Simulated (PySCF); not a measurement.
SSi, SMILES [Si]=S (connectivity only; charge and spin as stated), neutral, multiplicity 1.

Geometry optimised at PBE-D3(BJ)/def2-TZVPD.

Vertical ionisation energy (IE) and electron affinity (EA) in eV. Rows of orbital energies are one-electron estimates. Where ΔSCF, EOM or ADC give a negative EA the extra electron is unbound and the value depends on the basis.

```csv
level,IE,EA
"−ε(HOMO), −ε(LUMO), CAM-B3LYP/def2-TZVPD (PySCF)",9.36,1.35
"−ε(HOMO), −ε(LUMO), PBE/def2-TZVPD (PySCF)",6.97,3.20
EOM-CCSD/aug-cc-pVDZ (PySCF),?,?
ADC(2)/aug-cc-pVDZ (PySCF),10.05,0.40
```

### Question
Some entries are withheld; supply them. (Estimate from the structure and the level; the computed values follow.)

### Answer

- EOM-CCSD/aug-cc-pVDZ (PySCF), IE: 10.40
- EOM-CCSD/aug-cc-pVDZ (PySCF), EA: 0.25

### Question
Beyond the first one, list the lowest photoelectron lines from ADC(2)/aug-cc-pVDZ in PySCF with their pole strengths (two spins summed). (Estimate from the structure and the level; the computed values follow.)

### Answer
14.08 eV (1.64), 21.09 eV (1.26).
